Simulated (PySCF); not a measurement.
Calculation: PBE-D3(BJ)/def2-TZVP // B3LYP-D3(BJ)/def2-TZVP (PySCF). All species are isolated molecules in the gas phase. One relaxed conformer stands for a flexible species; it need not be the lowest. Excitations are Tamm–Dancoff values on a coarser integration grid. The basis has no diffuse functions, so Rydberg states are missing or too high.

Reference species (SMILES): `C=CC[SiH]=C` (C–C–C–Si torsion -104°, C–C–Si–C torsion -114°) (neutral, multiplicity 1).

```
Property                                      Result
-------------------------------------------  -------
brightest of the four lowest singlets (TDA)  5.79 eV
T1 excitation (TDA)                          2.78 eV
HOMO–LUMO gap                                3.54 eV
```

After one change: the brightest of the four lowest singlets (TDA) falls by 0.61 eV; the T1 excitation (TDA) decreases by 0.18 eV; the HOMO–LUMO gap falls by 0.12 eV.

### Question
Name the change that produced these shifts. The new species is one of these.
(A) `CCC=C=[SiH2]`
(B) `[SiH3]C1=CCC1`
(C) `C1CC12C[SiH2]2`
(D) `C=CC(C)=[SiH2]` (C–C–C–Si torsion 180°)

### Answer
A, `CCC=C=[SiH2]`
